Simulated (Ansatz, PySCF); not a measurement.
System: CH$_{2}$Br, charge 0, doublet. CH2Br (SMILES [CH2]Br, doublet).
B3LYP-D3(BJ)/def2-TZVP minimum from Ansatz (an electronic-structure program):
```
C
H 1 1.0763
H 1 1.0763 2 124.53
Br 1 1.8555 2 117.73 3 180.00
```
Charge 0, spin multiplicity 2.

Atomisation energy term by term, kcal/mol (programs: Ansatz). UHF or UKS for unpaired electrons; spin-orbit terms are left out. Cores are frozen in correlated methods (noble-gas shells, and filled d and f shells in the p block). No relativity. CBS(X,Y): correlation extrapolated as X^-3, Hartree-Fock from the larger set (Q,5: extrapolated as (X+1)exp(-9√X)). A bracket is a step between two methods taken in the basis named. Where a partner has so few electrons that a lower coupled-cluster level is exact, that level stands in. Spin-orbit terms, left out, reach several kcal/mol for Br and I, and more for heavier atoms.

```csv
term,basis,kcal/mol
Hartree-Fock,"CBS(cc-pVQZ,cc-pV5Z)",202.70
CCSD correlation,"CBS(cc-pVQZ,cc-pV5Z)",68.06
(T),"CBS(cc-pVQZ,cc-pV5Z)",4.76
CCSDT(Q) - CCSD(T),cc-pVTZ,0.21
CCSDTQ - CCSDT(Q),cc-pVDZ,-0.03
minus zero-point energy,Hessian by PySCF at B3LYP-D3(BJ)/def2-TZVP,-13.81
sum: D0,,261.9
```

The step beyond CCSD(T) by other levels: CCSDTQ in cc-pVDZ 0.30; CCSDT(Q) in cc-pVDZ 0.33 kcal/mol.
